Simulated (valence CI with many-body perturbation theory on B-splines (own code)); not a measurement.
**Forbidden lines of Br¹⁹⁺**

Computed by valence CI with perturbative core correlation (CI+MBPT): six valence electrons over a frozen Dirac-Fock core [Ne], radial functions for each j: 9 s, 9 p, 8 d, 6 f, 3 g, 1 h, with the one-electron correlation potential Σ1 (screened to all orders), the two-electron term Σ2, the three-electron term Σ3, Breit, model QED; selected single and double excitations, second order for the rest, scaled by the run's own slope (own B-spline code, finite nucleus).

No measured spectrum was set against this ion. As an estimate, levels of excited configurations hold to 0.05 to 0.15 % of their energy, terms of the ground configuration to about 0.5 %. Among the levels kept, up to 1500 cm⁻¹ of a level comes from second order outside the variational space, and about a tenth of that is noise between levels of different J, which matters for small intervals.

Lines 1 to 37 of 37 in falling wavelength, among levels below 940220 cm⁻¹, chosen from the decays that carry over 1 % of a level's rate. Wavelengths and rates use the calculated energies, so an error of 300 cm⁻¹ moves a line at 6386 Å by 1.9 % and its rate by three times that or more. Electric multipoles are in the length gauge, E1 and E2 with the static RPA response of the core. S is in atomic units (e²a₀⁴ for E2 and M2, e²a₀⁶ for E3), for M1 in squared Bohr magnetons. Weak lines are less certain than strong ones. Lines between different terms over intervals too small for the method are left out, as are lines whose strength nearly cancels. The highest levels of a list are the least certain.

Names give the largest LS component (configuration and term), which can be under half, so a name can repeat, a term be missing and a line seem to break the LS rules; names also repeat where a configuration has a term twice. Letters in brackets count levels of one name in rising energy.

| λ vac (Å) | Upper | Lower | Type | A (s⁻¹) | S (a.u.) |
| --- | --- | --- | --- | --- | --- |
| 9467 | 3s2 3p3 3d 5D°_4 | 3s2 3p3 3d 5D°_3 | M1 | 2.50e+01 | 7.08e+00 |
| 6394 | 3s2 3p3 3d 3F°_4 [a] | 3s2 3p3 3d 3F°_3 [a] | M1 | 4.30e+01 | 3.75e+00 |
| 6386 | 3s2 3p3 3d 3G°_5 | 3s2 3p3 3d 3F°_4 [b] | M1 | 2.37e+01 | 2.52e+00 |
| 6062 | 3s2 3p3 3d 3F°_4 [b] | 3s2 3p3 3d 3G°_3 | M1 | 6.65e+01 | 4.94e+00 |
| 4228 | 3s2 3p4 3P_1 | 3s2 3p4 3P_0 | M1 | 1.64e+02 | 1.38e+00 |
| 3408 | 3s2 3p3 3d 3F°_4 [c] | 3s2 3p3 3d 3F°_3 [b] | M1 | 3.81e+02 | 5.03e+00 |
| 3378 | 3s2 3p3 3d 1G°_4 | 3s2 3p3 3d 3G°_3 | M1 | 8.98e+01 | 1.16e+00 |
| 2972 | 3s2 3p3 3d 3F°_4 [a] | 3s2 3p3 3d 3D°_3 [a] | M1 | 3.46e+02 | 3.03e+00 |
| 2866 | 3s2 3p3 3d 3F°_4 [b] | 3s2 3p3 3d 3F°_3 [a] | M1 | 9.09e+01 | 7.14e-01 |
| 2865 | 3s2 3p3 3d 3G°_5 | 3s2 3p3 3d 3F°_4 [a] | M1 | 3.16e+02 | 3.03e+00 |
| 2832 | 3s2 3p4 1D_2 | 3s2 3p4 3P_1 | M1 | 8.99e+01 | 3.78e-01 |
| 2273 | 3s2 3p4 3P_0 | 3s2 3p4 3P_2 | E2 | 6.47e-01 | 3.51e-02 |
| 1890 | 3s2 3p3 3d 3F°_4 [b] | 3s2 3p3 3d 3D°_3 [a] | M1 | 3.63e+01 | 8.19e-02 |
| 1478 | 3s2 3p4 3P_1 | 3s2 3p4 3P_2 | M1 | 5.93e+03 | 2.13e+00 |
| 1189 | 3s2 3p3 3d 3F°_4 [a] | 3s2 3p3 3d 5D°_4 | M1 | 2.58e+03 | 1.45e+00 |
| 1131 | 3s2 3p3 3d 3F°_4 [c] | 3s2 3p3 3d 3G°_5 | M1 | 2.44e+03 | 1.18e+00 |
| 1100 | 3s2 3p3 3d 3F°_4 [c] | 3s2 3p3 3d 1G°_4 | M1 | 1.41e+03 | 6.23e-01 |
| 971.3 | 3s2 3p4 1D_2 | 3s2 3p4 3P_2 | M1 | 5.63e+03 | 9.57e-01 |
| 967.4 | 3s2 3p3 3d 3F°_4 [b] | 3s2 3p3 3d 5D°_4 | M1 | 1.62e+03 | 4.90e-01 |
| 961.1 | 3s2 3p3 3d 3F°_4 [c] | 3s2 3p3 3d 3F°_4 [b] | M1 | 3.25e+03 | 9.62e-01 |
| 877.7 | 3s2 3p3 3d 3F°_4 [b] | 3s2 3p3 3d 5D°_3 | M1 | 6.28e+02 | 1.42e-01 |
| 858.5 | 3s2 3p3 3d 1G°_4 | 3s2 3p3 3d 5D°_4 | M1 | 9.27e+02 | 1.96e-01 |
| 840.1 | 3s2 3p3 3d 3G°_5 | 3s2 3p3 3d 5D°_4 | M1 | 6.48e+02 | 1.57e-01 |
| 829.6 | 3s2 3p3 3d 3F°_4 [c] | 3s2 3p3 3d 3G°_3 | M1 | 9.40e+02 | 1.79e-01 |
| 811.0 | 3s2 3p3 3d 3F°_4 [c] | 3s2 3p3 3d 3F°_4 [a] | M1 | 6.04e+03 | 1.08e+00 |
| 787.2 | 3s2 3p3 3d 1G°_4 | 3s2 3p3 3d 5D°_3 | M1 | 4.19e+02 | 6.82e-02 |
| 743.4 | 3s2 3p4 1S_0 | 3s2 3p4 3P_1 | M1 | 4.12e+04 | 6.28e-01 |
| 637.2 | 3s2 3p3 3d 3F°_4 [c] | 3s2 3p3 3d 3D°_3 [a] | M1 | 2.81e+03 | 2.42e-01 |
| 482.1 | 3s2 3p3 3d 3F°_4 [c] | 3s2 3p3 3d 5D°_4 | M1 | 4.48e+03 | 1.68e-01 |
| 458.7 | 3s2 3p3 3d 3F°_4 [c] | 3s2 3p3 3d 5D°_3 | M1 | 4.73e+02 | 1.52e-02 |
| 409.7 | 3s2 3p3 3d 3F°_4 [a] | 3s 3p5 3P°_2 | E2 | 5.67e+01 | 5.26e-03 |
| 272.2 | 3s2 3p3 3d 3F°_4 [c] | 3s 3p5 3P°_2 | E2 | 3.22e+02 | 3.87e-03 |
| 151.5 | 3s2 3p3 3d 3F°_4 [a] | 3s2 3p4 1D_2 | M2 | 2.19e+02 | 1.40e-04 |
| 147.3 | 3s2 3p3 3d 5D°_4 | 3s2 3p4 3P_2 | M2 | 2.39e+02 | 1.33e-04 |
| 147.2 | 3s2 3p3 3d 3F°_4 [b] | 3s2 3p4 1D_2 | M2 | 5.55e+01 | 3.08e-05 |
| 144.4 | 3s2 3p3 3d 1G°_4 | 3s2 3p4 1D_2 | M2 | 1.09e+02 | 5.48e-05 |
| 125.7 | 3s2 3p3 3d 1G°_4 | 3s2 3p4 3P_2 | M2 | 2.20e+01 | 5.55e-06 |
